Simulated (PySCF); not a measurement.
BeI2, SMILES [I][Be][I].

Geometry optimised at B3LYP-D3(BJ)/def2-TZVP. The def2 effective core potentials stand for the cores of I; spin–orbit coupling is left out.

Computed with M06-2X/def2-TZVPD (PySCF).

The molecule is in vacuum.

```
Property                                                                                                        Result
---------------------------------------------------------------------------------------------  -----------------------
total energy                                                                                        -610.12907 hartree
point group                                                                                                        D∞h
highest occupied level                                                                                        -9.13 eV
lowest empty level                                                                                            -0.38 eV
orbital gap                                                                                                    8.75 eV
dipole moment                                                                                                   0.00 D
quadrupole, principal values (traceless, Buckingham form, about the centre of nuclear charge)    -0.79, 0.39, 0.39 D·Å
mean static polarisability                                                                       82.9 bohr³ (12.28 Å³)
polarisability, principal values                                                               67.6, 67.6, 113.5 bohr³
```
